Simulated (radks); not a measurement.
Results of a calculation; reference values are marked as such.
How relativity changes the ionisation of the iron ion Fe8+ ([Ar]) to Fe9+ ([Ne] 3s2 3p5). Spin-unpolarised spherical Kohn-Sham, PBE, point nucleus unless stated (finite: rms radius 3.7377 fm), a radial shooting solver on a logarithmic mesh with Libxc functionals. A level marked "c x" has the speed of light scaled by that factor and shares open shells by 2j + 1; other Dirac levels either fill j = l - 1/2 first or share by 2j + 1.

level                               E(Fe8+) (hartree)  E(Fe9+) (hartree)  IE (eV)   HOMO  <r> HOMO (bohr)
non-rel.                                  -1242.68734        -1234.07448   234.37     3p           0.7617
scalar-rel.                               -1251.91446        -1243.28429   234.84     3p           0.7594
scalar-rel., finite nucleus               -1251.91032        -1243.28014   234.84     3p           0.7594
Dirac, 2j+1 shares                        -1251.94061        -1243.31002   234.85  3p3/2           0.7614
Dirac, low j first                        -1251.94061        -1243.33559   234.15  3p3/2           0.7614
Dirac, 2j+1 shares, finite nucleus        -1251.93646        -1243.30587   234.85  3p3/2           0.7614
Dirac, c x 2                              -1244.97033        -1236.35308   234.49  3p3/2           0.7617
Dirac, c x 10                             -1242.77828        -1234.16525   234.37  3p3/2           0.7617
Dirac, c x 100                            -1242.68825        -1234.07539   234.37  3p3/2           0.7617

NIST Atomic Spectra Database: 233.6 eV (semi-empirical). The relativistic part of the total energy of Fe8+ is -9.249 hartree (Dirac, 2j+1 shares, finite nucleus), 0.74 % of the non-relativistic value. Spin polarisation and multiplet splitting of open shells are left out at every level.

Beside tabulated values, note that spin-unpolarised runs miss the spin-polarisation part of the exchange energy of open shells.
